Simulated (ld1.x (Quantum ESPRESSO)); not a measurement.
**gallium (Ga), PAW: configuration errors across variants**

```
Element                 : Ga
Generator               : ld1.x (Quantum ESPRESSO) 7.5
Type                    : PAW
Functional              : LDA (PZ)
Relativity              : scalar-relativistic
Frozen core             : [Ar]
Valence charge          : 13
Reference configuration : 3d10 4s2 4p0.75 (charge +0.25)
Partial waves           : 4s (bound): rcut 1.30, rcutus 1.60 bohr; 4s channel at 2.4 Ry: rcut 1.30, rcutus 1.60 bohr; 4p (bound): rcut 2.10, rcutus 2.70 bohr; 4p channel at 0.4 Ry: rcut 2.10, rcutus 2.70 bohr; 3d (bound): rcut 1.10, rcutus 1.40 bohr; 3d channel at 2.2 Ry: rcut 1.10, rcutus 1.40 bohr
Local potential         : all-electron potential smoothed inside 2.70 bohr (lloc = -2)
Core correction         : a·sin(br)/r model core, default radius (ld1.x builds one for every PAW set, though the input has nlcc=.false.)
Augmentation charge     : PSQ, radius 0.80 bohr
```

All-electron excitation energies from the reference (eV): (1) 3d10 4s2 4p1 -0.867; (2) 3d10 4s2 4p0 5.021; (3) 3d10 4s1 4p0 26.524; (4) 3d10 4s2 4p1.3 -1.445; (5) 3d9 4s0 4p0 122.347; (6) 3d9 4s2 4p2 19.535; (7) 3d9 4s2 4p1 27.099; (8) 3d10 4s2 4p0.75 spin -0.084; (9) 3d10 4s2 4p1 spin -1.001.

Spin tests fill each open shell by Hund’s rule, majority spin first.

Tests that are not counted but printed errors over 1 eV. “waves 3d (bound): rcut 1.08, rcutus 1.14 bohr; 3d channel at 2.2 Ry: rcut 1.08, rcutus 1.14 bohr”: 3d9 4s0 4p0 (solver errors, printed error -1347 eV). “waves 3d (bound): rcut 1.10, rcutus 1.30 bohr; 3d channel at 2.2 Ry: rcut 1.10, rcutus 1.30 bohr”: 3d9 4s0 4p0 (solver errors, printed error -1347 eV).

Errors AE − PS in meV (a dash: test not solved or not reliable):

| change | (1) | (2) | (3) | (4) | (5) | (6) | (7) | (8) | (9) | bound ghosts |
| --- | --- | --- | --- | --- | --- | --- | --- | --- | --- | --- |
| base | +0.1 | -0.9 | -9.3 | +0.1 | -390 | -241 | -244 | -0.1 | 0.0 | none |
| waves 3d (bound): rcut 0.88, rcutus 0.94 bohr; 3d channel at 2.2 Ry: rcut 0.88, rcutus 0.94 bohr | +0.1 | -0.7 | -5.8 | +0.1 | -371 | -194 | -200 | -0.1 | +0.1 | none |
| waves 3d (bound): rcut 0.98, rcutus 1.04 bohr; 3d channel at 2.2 Ry: rcut 0.98, rcutus 1.04 bohr | +0.1 | -0.7 | -5.6 | +0.1 | -372 | -191 | -197 | -0.1 | +0.1 | none |
| waves 3d (bound): rcut 1.08, rcutus 1.14 bohr; 3d channel at 2.2 Ry: rcut 1.08, rcutus 1.14 bohr | +0.1 | -0.7 | -5.2 | +0.1 | – | -199 | -204 | -0.1 | +0.1 | none |
| waves 3d (bound): rcut 1.10, rcutus 1.30 bohr; 3d channel at 2.2 Ry: rcut 1.10, rcutus 1.30 bohr | +0.1 | -0.7 | -5.2 | +0.1 | – | – | – | – | – | none |
| waves 3d (bound): rcut 1.10, rcutus 1.42 bohr; 3d channel at 2.2 Ry: rcut 1.10, rcutus 1.42 bohr | +0.1 | -0.9 | -9.3 | +0.1 | -390 | -241 | -244 | -0.1 | 0.0 | none |
| waves 3d (bound): rcut 1.10, rcutus 1.70 bohr; 3d channel at 2.2 Ry: rcut 1.10, rcutus 1.70 bohr | +0.1 | -1.1 | -13 | +0.1 | -421 | -286 | -285 | -0.1 | 0.0 | none |
| waves 3d (bound): rcut 1.10, rcutus 1.86 bohr; 3d channel at 2.2 Ry: rcut 1.10, rcutus 1.86 bohr | 0.0 | -1.2 | -15 | +0.1 | -436 | -305 | -302 | -0.1 | 0.0 | none |
| waves 3d (bound): rcut 1.10, rcutus 1.94 bohr; 3d channel at 2.2 Ry: rcut 1.10, rcutus 1.94 bohr | 0.0 | -1.4 | -17 | 0.0 | – | – | – | – | – | none |
| waves 3d (bound): rcut 1.10, rcutus 2.14 bohr; 3d channel at 2.2 Ry: rcut 1.10, rcutus 2.14 bohr | +0.1 | -0.8 | -7.8 | +0.1 | -417 | -262 | -265 | -0.1 | 0.0 | none |

(1) Give the same row for: waves 3d (bound): rcut 1.10, rcutus 1.56 bohr; 3d channel at 2.2 Ry: rcut 1.10, rcutus 1.56 bohr.

Results:

(1) 0.0, -0.9, -11, +0.1, -404, -262, -263, -0.1, 0.0; bound ghosts: none.
